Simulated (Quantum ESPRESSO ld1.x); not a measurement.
Results of a calculation; reference values are marked as such.
Te6+, 46 electrons, occupied as [Kr] 4d9 5s1 (not the ground configuration). Level of theory: Dirac Kohn-Sham, PBE, spin-unpolarised, spherical densities, point nucleus; open shells are shared between the two j in proportion to 2j + 1 (ld1.x of Quantum ESPRESSO 7.5).

Unscreened Slater integrals over Kohn-Sham orbitals (cm^-1). Large and small components are both included. Empty in this configuration: 5p1/2.

\begin{tabular}{lr}
integral & value \\ \hline
F0(5s1/2,5s1/2) & 113690 \\
F0(5s1/2,4d5/2) & 136520 \\
G2(5s1/2,4d5/2) & 18589 \\
F0(5s1/2,4d3/2) & 136770 \\
G2(5s1/2,4d3/2) & 18099 \\
F0(5s1/2,4p3/2) & 139400 \\
G1(5s1/2,4p3/2) & 11645 \\
F0(5s1/2,5p1/2) & 108430 \\
G1(5s1/2,5p1/2) & 74543 \\
F0(4d5/2,4d5/2) & 211970 \\
F2(4d5/2,4d5/2) & 108030 \\
F4(4d5/2,4d5/2) & 71926 \\
F0(4d5/2,4d3/2) & 213090 \\
F2(4d5/2,4d3/2) & 108550 \\
G2(4d5/2,4d3/2) & 108450 \\
G4(4d5/2,4d3/2) & 72211 \\
F0(4d5/2,4p3/2) & 224930 \\
F2(4d5/2,4p3/2) & 115050 \\
G1(4d5/2,4p3/2) & 146430 \\
G3(4d5/2,4p3/2) & 91019 \\
F0(4d5/2,5p1/2) & 126880 \\
G3(4d5/2,5p1/2) & 13234 \\
F0(4d3/2,4d3/2) & 214220 \\
F2(4d3/2,4d3/2) & 109100 \\
F0(4d3/2,4p3/2) & 226280 \\
F2(4d3/2,4p3/2) & 115900 \\
G1(4d3/2,4p3/2) & 147540 \\
G3(4d3/2,4p3/2) & 91770 \\
F0(4d3/2,5p1/2) & 127090 \\
G1(4d3/2,5p1/2) & 13643 \\
F0(4p3/2,4p3/2) & 240740 \\
F2(4p3/2,4p3/2) & 126610 \\
F0(4p3/2,5p1/2) & 129280 \\
G2(4p3/2,5p1/2) & 9877.1 \\
F0(5p1/2,5p1/2) & 104030 \\
\end{tabular}
